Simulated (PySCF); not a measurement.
Ionisation energy of Fe+ by level of theory

Fe+ [Ar] 3d6 4s1 (6D) → Fe(2+) [Ar] 3d6 (5D), as a difference of total energies. Calculation: PySCF 2.14, in aug-cc-pVDZ-DK; the spin-free X2C one-electron Hamiltonian (Gaussian nucleus). Correlated levels: valence: [Ar] frozen. The calculations carry no spin-orbit coupling.

```tsv
method	ionisation energy (eV)
UHF	15.333
MP2 (valence)	15.891
SCS-MP2 (valence)	15.658
CCSD (valence)	15.919
CCSD(T) (valence)	15.946
```

How much does correlation contribute at CCSD(T) (valence)?

15.946 − (15.333) = 0.613 eV, measured against UHF.

The reference lies between the lowest fine-structure levels, while these numbers refer to the centres of the terms.

Errors of the correlated levels include the incompleteness of this basis and the frozen core.

For comparison: 16.199 eV (measured; NIST Atomic Spectra Database, ionization energies).
